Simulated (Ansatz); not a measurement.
`C[SiH2]NCO`, relaxed with RKS PBE0-D4/def2-TZVP in the Gaussian-basis code of Ansatz from a PBE-D4/def2-SVP geometry. The force threshold is 0.005 eV/Å; the program also tests the step.

Charge 0, multiplicity 1.

Start:

```xyz
14

C     1.266   -1.612   -0.961
Si    0.154   -0.093   -1.120
N     0.052    0.913    0.309
C    -0.785    0.682    1.458
O    -1.644    1.764    1.755
H     0.908   -2.283   -0.152
H     2.310   -1.321   -0.728
H     1.273   -2.193   -1.908
H    -1.246   -0.558   -1.440
H     0.676    0.786   -2.227
H     0.704    1.695    0.423
H    -1.349   -0.269    1.272
H    -0.194    0.531    2.392
H    -2.126    1.957    0.927
```

```json
{"step": "1", "energy (eV)": "-13628.9598", "largest force (eV/Å)": "0.686", "largest move (Å)": "0.000"}
{"step": "2", "energy (eV)": "-13629.0200", "largest force (eV/Å)": "0.217", "largest move (Å)": "0.031"}
{"step": "3", "energy (eV)": "-13629.0277", "largest force (eV/Å)": "0.035", "largest move (Å)": "0.017"}
{"step": "4", "energy (eV)": "-13629.0279", "largest force (eV/Å)": "0.013", "largest move (Å)": "0.005"}
{"step": "5", "energy (eV)": "-13629.0279", "largest force (eV/Å)": "0.016", "largest move (Å)": "0.011"}
{"step": "6", "energy (eV)": "-13629.0280", "largest force (eV/Å)": "0.014", "largest move (Å)": "0.009"}
{"step": "7", "energy (eV)": "-13629.0281", "largest force (eV/Å)": "0.012", "largest move (Å)": "0.009"}
{"step": "8", "energy (eV)": "-13629.0281", "largest force (eV/Å)": "0.007", "largest move (Å)": "0.006"}
{"step": "9", "energy (eV)": "-13629.0281", "largest force (eV/Å)": "0.006", "largest move (Å)": "0.004"}
{"step": "10", "energy (eV)": "-13629.0281", "largest force (eV/Å)": "0.005", "largest move (Å)": "0.006"}
```

End:

```xyz
14

C     1.233   -1.591   -0.932
Si    0.159   -0.074   -1.113
N     0.055    0.927    0.285
C    -0.753    0.657    1.433
O    -1.647    1.701    1.736
H     0.868   -2.237   -0.130
H     2.265   -1.317   -0.704
H     1.233   -2.174   -1.858
H    -1.226   -0.517   -1.441
H     0.696    0.780   -2.208
H     0.697    1.694    0.409
H    -1.293   -0.284    1.252
H    -0.157    0.531    2.343
H    -2.128    1.904    0.927
```

It took 24 s on 4 threads of an Intel Xeon Platinum 8559C on a shared host, with 0.6 GiB of host memory at the peak.
